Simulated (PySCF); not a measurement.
C₅H₇F, SMILES C=C(C)C(=C)F. Atoms are numbered in the order given.

```xyz
13

C      1.3767     1.2010     0.0000
C      0.1278     0.7091     0.0000
C     -1.0881     1.5861     0.0000
C     -0.0831    -0.7429     0.0000
C     -1.2535    -1.3881     0.0000
F      1.0473    -1.4597     0.0000
H      2.2450     0.5405     0.0000
H      1.5533     2.2792     0.0000
H     -1.7149     1.3993    -0.8866
H     -1.7149     1.3993     0.8866
H     -0.8026     2.6462     0.0000
H     -2.1936    -0.8398     0.0000
H     -1.2775    -2.4785     0.0000
```
Charge 0, spin multiplicity 1.

Coordinates come from a PBE0-D3(BJ)/def2-SVP optimisation. The values are those of a single conformer.

Vertical ionisation energy (IE) and electron affinity (EA) in eV. Rows of orbital energies are one-electron estimates. Where ΔSCF, EOM or ADC give a negative EA the extra electron is unbound and the value depends on the basis.

```tsv
level	IE	EA
−ε(HOMO), −ε(LUMO), HF/def2-TZVP (PySCF)	…	…
−ε(HOMO), −ε(LUMO), PBE/def2-TZVP (PySCF)	5.86	1.92
```

Problem. Some entries are withheld; supply them. (An estimate is asked for; the answer gives what the named calculation found.)

Solution. 
- −ε(HOMO), −ε(LUMO), HF/def2-TZVP (PySCF), IE: 9.06
- −ε(HOMO), −ε(LUMO), HF/def2-TZVP (PySCF), EA: -2.68
